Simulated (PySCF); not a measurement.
Te(H)(NH2) (H3NTe), SMILES N[TeH].

Geometry: B3LYP-D3(BJ)/def2-TZVP. The def2 effective core potentials stand for the cores of Te; spin–orbit coupling is left out.

Level of theory: TDA-LC-ωPBE/def2-TZVPD (PySCF).

Vertical excitations.  State labels are in the subgroup Cs.

Computed UV-visible absorptions:
```
state  symmetry  energy (eV)  λ (nm)      f                                                                  main pairs
-----  --------  -----------  ------  -----  --------------------------------------------------------------------------
S1           A"         3.89     319  0.002                                            HOMO→LUMO 69 %, HOMO→LUMO+4 21 %
S2           A"         5.22     237  0.006                        HOMO→LUMO+2 44 %, HOMO→LUMO+1 25 %, HOMO→LUMO+5 20 %
S3           A'         5.65     220  0.009                                        HOMO−1→LUMO 76 %, HOMO−1→LUMO+4 13 %
S4           A"         6.50     191  0.221                        HOMO→LUMO+5 58 %, HOMO→LUMO+1 15 %, HOMO→LUMO+4 14 %
S5           A"         6.89     180  0.025                                          HOMO→LUMO+1 48 %, HOMO→LUMO+2 40 %
S6           A'         6.96     178  0.015                                                            HOMO→LUMO+3 91 %
S7           A'         7.25     171  0.040   HOMO−2→LUMO 51 %, HOMO−1→LUMO+2 9 %, HOMO−2→LUMO+4 9 %, HOMO−1→LUMO+1 8 %
S8           A"         7.31     170  0.025                           HOMO→LUMO+4 53 %, HOMO→LUMO 21 %, HOMO→LUMO+5 9 %
S9           A'         7.51     165  0.043   HOMO→LUMO+6 29 %, HOMO−1→LUMO+1 19 %, HOMO−1→LUMO+2 16 %, HOMO→LUMO+8 9 %
S10          A'         7.83     158  0.090  HOMO→LUMO+6 25 %, HOMO−1→LUMO+4 21 %, HOMO−2→LUMO 13 %, HOMO−1→LUMO+1 11 %
T1           A"         3.13     396      0                                            HOMO→LUMO 66 %, HOMO→LUMO+4 26 %
T2           A"         4.47     277      0                        HOMO→LUMO+5 41 %, HOMO→LUMO+2 34 %, HOMO→LUMO+1 16 %
T3           A'         5.00     248      0                                        HOMO−1→LUMO 70 %, HOMO−1→LUMO+4 18 %
T4           A'         5.78     215      0                                        HOMO−2→LUMO 51 %, HOMO−2→LUMO+4 20 %
```
Triplets are in the Tamm–Dancoff approximation.
